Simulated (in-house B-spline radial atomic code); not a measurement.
What moves the levels of Gd ([Xe] 4f7 5d1 6s2)? Level of theory: Dirac-Hartree-Fock, average of configuration, Fermi nucleus of rms radius 5.1569 fm; calculated with a B-spline radial code for spherical atoms.

Baseline run (computed): total energy -11274.2058 hartree, 1s1/2 at -1857.434 hartree, 6s1/2 at -5.4374 eV with <r> = 4.276 bohr.

Scaling the speed of light c (a factor of 100 is close to the non-relativistic limit):

```csv
c/c0,ΔE (hartree),6s1/2 level (eV),6s1/2 <r> (bohr)
0.95,-55.777,-5.49368,4.242
0.98,-21.108,-5.4585,4.263
1.02,19.68,-5.4179,4.288
2,349.94,-5.11828,4.491
100,454.27,-5.03315,4.554
```

Changing the nucleus:

| nucleus | ΔE (eV) |
| --- | --- |
| Gaussian nucleus of rms radius 5.1569 fm | -0.128 |
| uniform spherical nucleus of rms radius 5.1569 fm | 0.0355 |
| Gaussian nucleus of rms radius 0.01 fm | -23.5 |
| Fermi nucleus of rms radius 5.0538 fm | -0.821 |
| Fermi nucleus of rms radius 5.26 fm | 0.834 |

A larger nucleus binds the electrons less, roughly as the density at the nucleus times the change of the nuclear <r²>. At equal rms radius the shape enters only through higher moments. A radius of 0.01 fm is nearly a point.

Q: The nuclear charge is raised by 0.1. What does the Hellmann-Feynman theorem predict for the energy, and what is found?

A: dE/dZ ≈ -Σ<1/r>, which is -432.829 at the start and -433.831 at the end; their mean times 0.1 is -43.333 hartree, and the two runs differ by -43.332 hartree.
